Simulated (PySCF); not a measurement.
Al(Cl)(Et)(NH2) (C2H7AlClN), SMILES C[CH2][Al]([NH2])[Cl]. Atoms are numbered in the order given.

```xyz
12

Al     0.3018     0.3688     0.2764
Cl    -1.7688     0.0224     0.6433
C      1.1106    -0.2428    -1.4044
C      0.6137    -1.6093    -1.9077
H      2.2174    -0.2389    -1.2889
H      0.8969     0.5426    -2.1656
H     -0.4903    -1.6288    -2.0166
H      0.8792    -2.4285    -1.2072
H      1.0470    -1.8743    -2.8956
N      1.1857     1.2223     1.5631
H      0.7667     1.5604     2.4324
H      2.1826     1.4480     1.5429
```

The structure is a stationary point at PBE-D3(BJ)/def2-SVP. The structure was generated by enumeration; whether it is a known compound was not checked. One conformer was computed; it need not be the lowest.

Calculation: PBE0/pcSseg-1 run with PySCF.

GIAO shieldings, no solvent; atoms listed in one row are averaged. δ = σ(ref) − σ: ³⁵Cl against HCl (σ = 945.9 ppm); ¹³C against TMS (σ = 186.3 ppm); ¹H against TMS (σ = 31.56 ppm); ¹⁵N against NH3 (σ = 267.4 ppm), references at their B3LYP-D3(BJ)/def2-TZVP geometries, non-relativistic (without spin–orbit terms, shifts of atoms bonded to Cl or Br come out too high).

Task: Estimate the chemical shifts. (Estimate from the structure and the level; the computed values follow.)

Result: 
| nucleus | atoms | count | δ (ppm) |
|---|---|---|---|
| ³⁵Cl | Cl2 | 1 | -25.9 |
| ¹³C | C4 | 1 | 13.6 |
| ¹³C | C3 | 1 | 3.8 |
| ¹H | H11 | 1 | 1.71 |
| ¹H | H7, H8, H9 | 3 | 1.69 |
| ¹H | H12 | 1 | 1.60 |
| ¹H | H6 | 1 | 0.81 |
| ¹H | H5 | 1 | 0.70 |
| ¹⁵N | N10 | 1 | 41.1 |
